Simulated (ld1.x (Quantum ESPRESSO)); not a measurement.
**Before and after: TM potential for Tc (Z = 43)**

ld1.x (Quantum ESPRESSO) 7.5 input, shortened:

```
&input
   title='Tc', zed=43., rel=1, dft='BLYP', iswitch=3,
   config='[Kr] 4d5 5s1.75 5p0.25'
 /
 &inputp
   pseudotype=2, tm=.true., lloc=0,
   nlcc=.false.
 /
3
4P  2  1   6.00   0.00  1.10  1.10  0.0
4D  3  2   5.00   0.00  2.05  2.05  0.0
4S  1  0   2.00   0.00  1.15  1.15  0.0
 &test
   configts(1)='4s2 4p6 4d5 5s1.75 5p0.25'
 /
```

Occupied shells without a wave of their own: 5p, 5s. They enter only through the test configuration that unscreens the potential.

Change: local potential the p channel.

Cutoffs: the cutoffs (Ry, on a coarse ladder) from which the occupation-weighted sum of valence levels, in a spherical-Bessel basis at the reference potential, stays within 10 and 1 mRy of its value at 400 Ry; they do not see the model core or the augmentation charge, which bear on the density cutoff. Errors are all-electron minus pseudo energies relative to the spin-unpolarised reference configuration.

Problem. Predict the effect on cutoff, ghosts and configuration errors.

Solution. The potential gets neither clearly harder nor softer (120 Ry and 200 Ry → 120 Ry and 200 Ry); of the 7 tests that both files solve, the error grows in 0 and shrinks in 7 by more than 15 % and 0.3 meV (median size 180.2 → 57.1 meV); the range in which the s phases agree widens (upper end -0.1 → at the end of the scan); neither file shows a bound ghost.

```csv
quantity,base,changed
"cutoff, loose",120 Ry,120 Ry
"cutoff, tight",200 Ry,200 Ry
bound ghosts,none,none
"largest miss of a reference level, eV",0.10,0.03
"error for 4s2 4p6 4d5 5s2 5p0, meV [ΔE -0.91 eV]",+17,+5.0
"error for 4s2 4p6 4d5 5s1 5p0, meV [ΔE 7.21 eV]",-107,-37
"error for 4s2 4p6 4d5 5s0 5p0, meV [ΔE 22.18 eV]",-294,-99
"error for 4s2 4p6 4d5 5s0 5p1, meV [ΔE 11.80 eV]",-184,-57
"error for 4s2 4p6 4d3 5s0 5p0, meV [ΔE 92.71 eV]",-543,-168
"error for 4s2 4p6 4d5 5s1 5p1, meV [ΔE 2.84 eV]",-52,-15
"error for 4s2 4p6 4d6 5s0 5p0, meV [ΔE 5.41 eV]",-180,-59
s: phases at 2.24 bohr within 0.05 rad from the reference energy up to (Ry; the scan ends near 5),-0.1,to the end of the scan
p: phases at 2.24 bohr within 0.05 rad from the reference energy up to (Ry; the scan ends near 5),0.9,1.4
d: phases at 2.24 bohr within 0.05 rad from the reference energy up to (Ry; the scan ends near 5),to the end of the scan,to the end of the scan
```

Base: The 5p, 5s levels have no wave, so the channel is fitted at the deeper level alone: the likely source of the large errors.
